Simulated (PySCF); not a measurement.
# How methods differ on the ionisation energy of Co⁺

Co⁺ [Ar] 3d8 (3F) → Co²⁺ [Ar] 3d7 (4F), as a difference of total energies. Calculation: PySCF 2.14, in aug-cc-pVDZ-DK; the spin-free X2C one-electron Hamiltonian (Gaussian nucleus). Correlated levels: valence: [Ar] frozen. The calculations carry no spin-orbit coupling.

```csv
method,ionisation energy (eV)
UHF,14.248
B3LYP,17.423
r2SCAN,17.257
MP2 (valence),16.783
SCS-MP2 (valence),16.645
```

How much does correlation contribute at MP2 (valence)?

16.783 − (14.248) = 2.535 eV, measured against UHF.

The reference lies between the lowest fine-structure levels, while these numbers refer to the centres of the terms.

Errors of the correlated levels include the incompleteness of this basis and the frozen core.

For comparison: 17.084 eV (measured; NIST Atomic Spectra Database, ionization energies).
